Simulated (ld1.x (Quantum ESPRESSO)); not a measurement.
The numbers below are computed, except where a source is named.
Potentials for carbon compared

Generated with ld1.x 7.5 (TM, RRKJ, ultrasoft, PAW), atompaw 4.2 or ONCVPSP 4.0.1. The cutoff is in Ry: for ld1.x and atompaw files where the sum of valence levels is converged to 10 mRy in a Bessel basis, for ONCV files where the hardest occupied wave has 1 mHa per electron of residual kinetic energy. The error is the largest all-electron minus pseudo excitation energy over each file’s own four to seven test configurations (ionisations up to +4, promotions, holes and added fractions of an electron), all of which were solved. The labels leave out finer settings (local radius, basis sizes, second energies), which also bear on the numbers. Spin-polarised tests are not counted. The rows are a selection from randomly drawn settings: files with unsolved tests, undetermined cutoffs or missed reference levels are left out.

```csv
potential,cutoff (Ry),largest error (meV),bound ghosts
"TM, LDA (PZ), scalar-relativistic, rc 0.80/1.35/2.06 (spd), local smoothed, core correction yes, reference 2s2 2p2",100,+204,none
"RRKJ, PW91, non-relativistic, rc 1.05/1.55 (sp), local s, core correction yes, reference 2s2 2p2",40,+325,none
"ultrasoft, PBE, scalar-relativistic, rc 0.85/2.40/1.70 (spd), local smoothed, core correction no, reference 2s2 2p1.5",45,+358,none
```

(1) Fill in the row for C: RRKJ, PBE, scalar-relativistic, rc 1.05/2.05 (sp), local s, core correction yes, reference 2s2 2p2.

(2) Fill in the row for C: TM, LDA (PZ), non-relativistic, rc 1.25/2.10 (sp), local smoothed, core correction no, reference 2s2 2p1.5.

Results:

(1) cutoff 35 Ry, largest error +750 meV, bound ghosts: none.

(2) cutoff 35 Ry, largest error +658 meV, bound ghosts: none.
